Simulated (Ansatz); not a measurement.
Harmonic frequencies (cm⁻¹) at PBE0-D4/def2-TZVP from Ansatz: 178, 231, 396, 513, 530, 638, 765, 832, 947, 1060, 1174, 1264, 1307, 1544, 3193.

Which molecule is it?
A. `Cl[SiH2][S][SbH2]`
B. `[AlH2][BH][GeH3]`
C. `O=CC(F)(F)Cl`
D. `FC1(F)OC1Cl`

D.
